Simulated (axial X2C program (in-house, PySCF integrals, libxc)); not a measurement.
**KCa: properties at the nuclei**

Computed with an axial X2C code built on PySCF integrals: two-component X2C with atomic mean-field Coulomb and Gaunt terms, Gaussian nuclei, basis Ca dyall-cv3z, K dyall-cv3z with contracted cores.

R = 4.256 Å (near the PBE0 minimum at charge 0 of the determinant lowest at the starting distance; the state shown can have its own minimum elsewhere).

Determinant lowest in the PBE0 search, Ω = 1/2 (⟨Sz⟩ = 0.50, ⟨Lz⟩ = 0.00 at PBE0), spin on the atoms Ca 0.12, K 0.38:

```json
{"level": "PBE0", "Eeff magnitude (GV/cm)": "0.174", "Ws magnitude Ca (kHz)": "0.12", "A∥/gI Ca (MHz)": "120", "qzz Ca (a.u.)": "-0.25", "A∥/gI K (MHz)": "654", "qzz K (a.u.)": "-0.07", "μ (D)": "2.37"}
{"level": "HF", "Eeff magnitude (GV/cm)": "0.336", "Ws magnitude Ca (kHz)": "0.265", "A∥/gI Ca (MHz)": "91.8", "qzz Ca (a.u.)": "-0.29", "A∥/gI K (MHz)": "596", "qzz K (a.u.)": "-0.06", "μ (D)": "0.45"}
{"level": "LDA", "Eeff magnitude (GV/cm)": "0.103", "Ws magnitude Ca (kHz)": "0.0733", "A∥/gI Ca (MHz)": "161", "qzz Ca (a.u.)": "-0.20", "A∥/gI K (MHz)": "758", "qzz K (a.u.)": "-0.07", "μ (D)": "1.56"}
{"level": "r2SCAN", "Eeff magnitude (GV/cm)": "0.233", "Ws magnitude Ca (kHz)": "0.157", "A∥/gI Ca (MHz)": "127", "qzz Ca (a.u.)": "-0.27", "A∥/gI K (MHz)": "672", "qzz K (a.u.)": "-0.08", "μ (D)": "2.93"}
{"level": "BP86", "Eeff magnitude (GV/cm)": "0.122", "Ws magnitude Ca (kHz)": "0.086", "A∥/gI Ca (MHz)": "130", "qzz Ca (a.u.)": "-0.21", "A∥/gI K (MHz)": "710", "qzz K (a.u.)": "-0.07", "μ (D)": "1.73"}
```

Eeff is the effective electric field on the electron electric dipole moment in this Ω state and Ws the scalar–pseudoscalar constant of the nucleus named (defined with the proton number Z and per Ω); A∥ (defined per Ω) follows by multiplying with gI = μI/(I μN); qzz is the electric field gradient, eQq0 = 234.96 MHz × Q/barn × qzz; μ is positive if the K end (last atom) is positive. The operators were transformed with the bare-nucleus X2C matrices; with these basis sets, hyperfine constants and field gradients can be off by tens of per cent, and where levels differ in sign neither size nor sign is settled.

Question: With gI(43Ca) = -0.3764, Q(43Ca) = -0.0408 barn, gI(39K) = 0.2610, Q(39K) = 0.0603 barn (g factors from the IAEA table of nuclear moments by Stone; Q from Pyykkö, Mol. Phys. 2018), turn the PBE0 values of the first state into constants in MHz.

Answer: A∥(43Ca) = 120 × -0.3764 = -45.2 MHz; eQq0(43Ca) = 234.96 × (-0.0408) × (-0.25) = 2.4 MHz; A∥(39K) = 654 × 0.2610 = 171 MHz; eQq0(39K) = 234.96 × (0.0603) × (-0.07) = -0.992 MHz.

Each state is one determinant with collinear spin. Unrestricted Hartree–Fock can overshoot spin polarisation at the nuclei. Where Eeff spreads by more than a factor of two the levels disagree and none is to be relied on. The search compared states at one distance, so a state with another bond length can lie lower. Further determinants of the search, some of them spin-mixed, are not shown.
